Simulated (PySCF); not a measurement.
An excited-state job on `CC[AsH2+][AlH3-]`.

Computed with TDDFT B3LYP/def2-SVPD, vertical, gas phase, core orbitals frozen in the response (PySCF 2.14.0, density-fitted response routines). Geometry: GFN2-xTB. The input is one job of a driver script: a line of settings, then coordinates in Å.

Input:
```
{"job": {"kind": "uv", "xc": "B3LYP", "basis": "def2-SVPD", "nstates": 8, "ntriplets": 3}, "charge": 0, "multiplicity": 1}
C     -2.037369    -0.187166     0.013572
C     -0.694576     0.462596    -0.298420
As     0.796257    -0.156654     0.823084
Al     2.375961     0.138405    -1.218849
H     -1.981095    -1.267193    -0.126910
H     -2.817612     0.202468    -0.639156
H     -2.326868     0.006605     1.047505
H     -0.763755     1.551005    -0.190272
H     -0.403426     0.265794    -1.339752
H      0.359756    -1.584723     0.906334
H      0.148931     0.138212     2.150524
H      3.805858    -0.011874    -0.610787
H      1.842717     1.560694    -1.623911
H      1.694543    -1.118642    -1.890176
```

Output:
```
coarse grid: 48768 points
cycle   1  E = -2560.1219423469  dE = -8.066e-01  |g| = 4.058e-01  |ddm| = 4.499e+00
cycle   2  E = -2560.1064667024  dE =  1.548e-02  |g| = 4.785e-01  |ddm| = 1.084e+00
cycle   3  E = -2560.1590862810  dE = -5.262e-02  |g| = 6.748e-02  |ddm| = 6.208e-01
cycle   4  E = -2560.1603903277  dE = -1.304e-03  |g| = 2.124e-02  |ddm| = 1.090e-01
cycle   5  E = -2560.1604944923  dE = -1.042e-04  |g| = 4.630e-03  |ddm| = 3.027e-02
cycle   6  E = -2560.1604999705  dE = -5.478e-06  |g| = 1.216e-03  |ddm| = 8.249e-03
final grid: 101104 points
cycle   7  E = -2560.1604822406  dE = -4.645e-08  |g| = 1.339e-03  |ddm| = 9.006e-03
cycle   8  E = -2560.1604820121  dE =  2.285e-07  |g| = 1.610e-03  |ddm| = 4.613e-03
cycle   9  E = -2560.1604827922  dE = -7.801e-07  |g| = 1.182e-04  |ddm| = 2.462e-03
cycle  10  E = -2560.1604827944  dE = -2.173e-09  |g| = 8.666e-06  |ddm| = 1.584e-04
cycle  11  E = -2560.1604827944  dE = -2.592e-11  |g| = 5.435e-06  |ddm| = 2.140e-05
converged SCF energy = -2560.1604827944

Static polarisability (au): isotropic 91.780, principal 78.345 89.616 107.381

Singlet excitations
state   eV       nm        f      main configurations
  1   5.4272    228.4   0.00109   H->L 0.98
  2   5.6395    219.8   0.01053   H-1->L 0.98
  3   6.2785    197.5   0.14428   H-2->L 0.89
  4   6.3423    195.5   0.00527   H->L+1 0.97
  5   6.5975    187.9   0.04855   H-1->L+1 0.89
  6   6.8139    182.0   0.02573   H->L+2 0.83
  7   6.8632    180.7   0.02834   H-2->L+1 0.81, H-1->L+2 0.08
  8   7.0841    175.0   0.02658   H-1->L+2 0.88

Triplet excitations (Tamm-Dancoff, eV): 5.0963 5.2877 5.3630
```

The SCF starts on a coarse grid where the log names one; the energy can jump when the final grid takes over, and dE then counts from the start density on the new grid. H and L stand for HOMO and LUMO; the number after each pair is its weight.

Problem. Which computed singlet has the largest oscillator strength, and what do all of them sum to?

Solution. State 3 at 6.28 eV (197 nm), f = 0.144; the 8 states sum to 0.290.

Summary of the converged run: HOMO -7.58 eV, LUMO -1.21 eV; lowest singlet 5.43 eV; lowest triplet 5.10 eV (Tamm–Dancoff); mean polarisability 91.8 au.

 Relativistic effects, spin–orbit coupling among them, are left out although an element past zinc is present.

The run took 22 s of wall time on an Arm Neoverse V2 with one thread (shared host).

One conformer stands for the species.
Labels such as C1 count atoms from 1, the log's own numbers from 0.
